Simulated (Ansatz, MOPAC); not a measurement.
Molecule: borotrithioic acid, BH₃S₃ (charge 0, singlet). SMILES: SB(S)S
Geometry: optimised at B3LYP-D3(BJ)/def2-TZVP (Ansatz, a quantum-chemistry and plane-wave program).

Wanted: vertical ionisation energy to the doublet, in eV. Conventions: PM7 with its own dispersion and hydrogen-bond terms; frozen cores in correlated levels; six Cartesian d functions in 6-31G* and its kin unless marked 5d; dispersion terms only where a functional's name holds one; each state is the SCF solution reached for its charge and spin; open shells spin-unrestricted; spin-orbit terms left out; non-relativistic. CBS marks a two-point X^-3 extrapolation of the correlation energy; Hartree-Fock from the larger set. [CCSD(T)-MP2]/basis is that difference in the basis named. First-principles rows: single points at B3LYP-D3(BJ) geometries (Ansatz). Semi-empirical rows: differences of heats of formation at the shared geometry for vertical values.

```csv
species,coefficient,"E at B3LYP/6-31G* (Ansatz), Eh","E at wB97M-V/def2-TZVPD (Ansatz), Eh","heat of formation at PM7 (MOPAC), kcal/mol"
"charge 1, doublet",+1,-1220.95815,-1220.92550,177.21
"charge 0, singlet",-1,-1221.30540,-1221.28470,-29.22
```

Coupled cluster (Ansatz) is a level with limits of its own, used here on species with T1 under 0.025 (0.045 for open shells) and stable references: RI-MP2/CBS(aug-cc-pV(T+d)Z,aug-cc-pV(Q+d)Z)+[CCSD(T)-MP2]/aug-cc-pV(T+d)Z. Value to compare with, RI-MP2/CBS(aug-cc-pV(T+d)Z,aug-cc-pV(Q+d)Z)+[CCSD(T)-MP2]/aug-cc-pV(T+d)Z (Ansatz): 9.91 eV. 1 Eh = 27.2114 eV and 1 eV = 23.0605 kcal/mol.

Problem. Compute it at each level from the table, and compare with RI-MP2/CBS(aug-cc-pV(T+d)Z,aug-cc-pV(Q+d)Z)+[CCSD(T)-MP2]/aug-cc-pV(T+d)Z (Ansatz).

Solution. 
- B3LYP/6-31G*: the sum of coefficient times E is 0.34725 Eh, or 9.449 eV. Result: 9.45 eV. Its difference against RI-MP2/CBS(aug-cc-pV(T+d)Z,aug-cc-pV(Q+d)Z)+[CCSD(T)-MP2]/aug-cc-pV(T+d)Z (Ansatz) is -0.46 eV.
- wB97M-V/def2-TZVPD: the sum of coefficient times E is 0.35920 Eh, or 9.774 eV. Result: 9.77 eV. Its difference against RI-MP2/CBS(aug-cc-pV(T+d)Z,aug-cc-pV(Q+d)Z)+[CCSD(T)-MP2]/aug-cc-pV(T+d)Z (Ansatz) is -0.14 eV.
- PM7: the sum of coefficient times heat of formation is 206.43 kcal/mol, or 8.95 eV. Its difference against RI-MP2/CBS(aug-cc-pV(T+d)Z,aug-cc-pV(Q+d)Z)+[CCSD(T)-MP2]/aug-cc-pV(T+d)Z (Ansatz) is -0.96 eV.
